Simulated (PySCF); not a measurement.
An unknown gives this computed stick spectrum. Method: TDDFT PBE0/def2-SVPD, vertical, gas phase, core orbitals frozen in the response in PySCF. Geometries: GFN2-xTB, one conformer each.

| state | ν̃ (cm⁻¹) | f | main configurations (H = HOMO, L = LUMO) |
| --- | --- | --- | --- |
| S1 | 60850 | 0.381 | H→L (77%), H→L+1 (10%) |
| S2 | 61820 | 0.022 | H-1→L (80%) |
| S3 | 62220 | 0.101 | H→L+1 (61%), H→L+2 (17%) |
| S4 | 66540 | 0.0073 | H→L+2 (63%), H→L+1 (22%) |
| S5 | 66930 | 0.052 | H-3→L (35%), H-2→L (33%), H-1→L (9%) |
| S6 | 67930 | 0.0044 | H-2→L (58%), H-3→L (30%) |

Question: Which candidate is it? All have the formula C6H8F2O.
A. `C=CC(=C)COC(F)F`
B. `C=C[C@@]1(F)CC[C@@H](F)O1`
C. `C[C@@H]1C=C[C@H]1OC(F)F`
D. `C=C/C(C)=C/OC(F)F`

Answer: B. Its S1, at 7.54 eV, is the highest among the candidates; the nearest of the others has S1 at 6.72 eV. S1 is HOMO→LUMO (77%), HOMO→LUMO+1 (10%). Löwdin shares by element: HOMO carbon 82% or more (atoms not listed hold the other 18%); LUMO carbon 70% or more, hydrogen 12% or more (atoms not listed hold the other 18%). At the same level the other candidates give, for their lowest levels:
- `C=C/C(C)=C/OC(F)F`: 5.62 eV (f 0.726); 6.20 eV (f 0.013); 6.67 eV (f 0.016); 6.84 eV (f 0.003); 6.97 eV (f 0.006); T1 3.16 eV; HOMO -6.69, LUMO -0.89 eV
- `C=CC(=C)COC(F)F`: 5.80 eV (f 0.523); 6.76 eV (f 0.039); 6.80 eV (f 0.001); 6.97 eV (f 0.007); 7.12 eV (f 0.007); T1 3.21 eV; HOMO -7.12, LUMO -1.15 eV
- `C[C@@H]1C=C[C@H]1OC(F)F`: 6.72 eV (f 0.036); 7.10 eV (f 0.103); 7.23 eV (f 0.035); 7.60 eV (f 0.022); 7.83 eV (f 0.036); T1 4.33 eV; HOMO -7.88, LUMO -0.31 eV
Triplets come from the Tamm–Dancoff approximation.
